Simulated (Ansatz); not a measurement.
System: HgBr2, charge -1, multiplicity 2. SMILES of the parent species: [Hg]([Br])[Br]

Atoms: Hg1, Br2, Br3. Bonds: Hg1-Br2, Hg1-Br3.

Bond lengths (Å) and angles (degrees) optimised at HF/LANL2DZ with Ansatz (a first-principles code); PBE/LANL2DZ with Ansatz; B3LYP/LANL2DZ with Ansatz; MP2/LANL2DZ with Ansatz, each started from the B3LYP-D3(BJ)/def2-TZVP structure (Ansatz) of the last column. A row stands for all coordinates that are equal there. No wavenumbers were computed at PBE/LANL2DZ, MP2/LANL2DZ, so these may be saddle points.

```json
[
 {"coordinate": "Hg1-Br2", "HF/LANL2DZ": "2.802", "PBE/LANL2DZ": "2.945", "B3LYP/LANL2DZ": "2.935", "MP2/LANL2DZ": "2.763", "B3LYP-D3(BJ)/def2-TZVP": "2.809"},
 {"coordinate": "Br2-Hg1-Br3", "HF/LANL2DZ": "119.9", "PBE/LANL2DZ": "145.7", "B3LYP/LANL2DZ": "142.0", "MP2/LANL2DZ": "122.3", "B3LYP-D3(BJ)/def2-TZVP": "150.8"}
]
```

Mean signed difference of all 2 bond lengths from B3LYP-D3(BJ)/def2-TZVP: HF/LANL2DZ -0.007 Å, PBE/LANL2DZ 0.136 Å, B3LYP/LANL2DZ 0.126 Å, MP2/LANL2DZ -0.046 Å.
